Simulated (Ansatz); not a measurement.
`N[Si](N)([SiH3])[SiH3]` and `N[SiH]([SiH3])[SiH3]` differ in one atom or group.

Ansatz, PBE0-D4/def2-TZVP geometries, multiplicity 1. Each molecule was computed in one conformer, which needn't be the lowest.

```json
{"property": "HOMO energy (PBE0/def2-TZVPP) / eV", "`N[Si](N)([SiH3])[SiH3]`": "-6.64"}
{"property": "HOMO–LUMO gap (ωB97M-V/def2-TZVPP) / eV", "`N[Si](N)([SiH3])[SiH3]`": "10.15"}
{"property": "size of the dipole moment (PBE/def2-TZVPP) / D", "`N[Si](N)([SiH3])[SiH3]`": "1.50"}
{"property": "LUMO energy (PBE/def2-TZVPP) / eV", "`N[Si](N)([SiH3])[SiH3]`": "-0.99"}
{"property": "HOMO energy (B3LYP/def2-TZVPP) / eV", "`N[Si](N)([SiH3])[SiH3]`": "-6.46"}
{"property": "LUMO energy (B3LYP/def2-TZVPP) / eV", "`N[Si](N)([SiH3])[SiH3]`": "-0.36"}
```

**Question.** What does the change do to each property? (Best estimate.)

**Answer.** Ansatz gave: 
```csv
property,`N[SiH]([SiH3])[SiH3]`,shift
HOMO energy (PBE0/def2-TZVPP) / eV,-7.38,-0.74
HOMO–LUMO gap (ωB97M-V/def2-TZVPP) / eV,10.81,0.66
size of the dipole moment (PBE/def2-TZVPP) / D,1.57,0.07
LUMO energy (PBE/def2-TZVPP) / eV,-1.34,-0.35
HOMO energy (B3LYP/def2-TZVPP) / eV,-7.17,-0.71
LUMO energy (B3LYP/def2-TZVPP) / eV,-0.69,-0.33
```

With PBE0 the HOMO falls by 0.74 eV and the LUMO falls by 0.34 eV, so the gap widens by about 0.40 eV. PBE moves the HOMO by -0.54 eV and ωB97M-V by -0.97 eV. Dipoles are sizes alone; their direction can turn.

B3LYP here is the variant with VWN-RPA as its local correlation; programs differ in this.
